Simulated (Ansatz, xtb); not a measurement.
**C6H12S: 4 structures ranked**

4 gas-phase structures of C6H12S, from a drawn sample of its isomers (lower ones may exist). Each was relaxed with GFN2-xTB; where two conformers were screened, the lower at r2SCAN-D4/def2-SVP is listed:

A. `CC1(S)CCCC1`, a singlet
B. `C[C@@H]1CCC[C@@H]1S`, a singlet
C. `C[C@@H]1CC[C@@H](S)C1`, a singlet
D. `C[C@@H]1CC[C@H](S)C1`, a singlet

Q: Which do you expect lowest at r2SCAN-D4/def2-SVP, and how would the others follow?

A: Calculated order at r2SCAN-D4/def2-SVP: A (0.000), B (0.079), D (0.093), C (0.111) eV. Less than 1 kcal/mol parts B and D; D and C, so the order within those pairs means little.

Energies above the lowest of each column, in eV; the last columns are at B3LYP-D3(BJ)/def2-SVP geometries:

```csv
structure,GFN2-xTB,HF/STO-3G,r2SCAN-D4/def2-SVP,B3LYP-D3(BJ)/def2-SVP,CCSD(T)/def2-SVP + ΔMP2/def2-TZVPP
A,0.019,0.082,0.000,0.000,0.000
B,0.085,0.123,0.079,0.040,0.063
D,0.011,0.000,0.093,0.056,0.070
C,0.000,0.045,0.111,0.078,0.096
```

CCSD(T)/def2-SVP + ΔMP2/def2-TZVPP puts A lowest; GFN2-xTB picks C, HF/STO-3G picks D. Some further structures that were screened fall inside this span and aren't listed. Flexible structures stand in one conformer each, not always the lowest. D keeps a small imaginary mode. ΔMP2 is the change of the MP2 energy from the smaller to the larger basis.

Over these structures GFN2-xTB departs from r2SCAN-D4/def2-SVP by 0.054 eV on average once a common shift is removed. A GFN2-xTB relaxation took about 0.12 s and the r2SCAN-D4/def2-SVP energy about 5.4 s on a shared host (Ansatz 0.2.0, xtb 6.7.1).
